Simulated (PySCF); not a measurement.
SMILES [SiH3][Mg][I] (H3IMgSi) at its PBE0/def2-SVP optimised geometry (Å):

```
6

Mg     0.2837    -0.3498     0.0000
I      2.8545    -0.3486     0.0036
Si    -2.2831    -0.3498     0.0000
H     -2.8473    -1.0403     1.2070
H     -2.8545    -1.0435    -1.2016
H     -2.8413     1.0435     0.0000
```

Level of theory: PBE0/def2-TZVP, def2 effective core potentials past Kr run with PySCF. The core electrons that the potentials of I replace are not part of the density. Cells within 0.4 Å of a nucleus heavier than hydrogen are left out (blank, or x).

Map of the HOMO amplitude (bohr^(-3/2)) on the plane z = 0.0 Å; orbital energy -7.39 eV, overall sign arbitrary:

```
|333333333333333333333333333|
|333333333333333333333333333|
|333333333333333333333333333|
|333333333333333333333333333|
|333333333333333333333333333|
|333333333333333333333333333|
|333333333333333333333333333|
|333333333333333333333333333|
|333322233333333333333333333|
|333221223444443333333333333|
|332210023455444333233344333|
|332210024566554332223444443|
|322110136777654321112455443|
|3221001x699862x32101x256544|
|3221003xx9986xx32002xx56544|
|322110136998633321013356544|
|322211136777654322112455443|
|332222234565544332223344433|
|333222334444444333233333333|
|333333333444443333333333333|
|333333333333333333333333333|
|333333333333333333333333333|
|333333333333333333333333333|
|333333333333333333333333333|
|333333333333333333333333333|
|333333333333333333333333333|
|333333333333333333333333333|
```
Scale: ten equal steps from -0.085 (start of '0') to 0.161 (end of '9'), in the order '0123456789'; x runs from -5.00 to 5.00, y from -5.00 (bottom) to 5.00 (top).
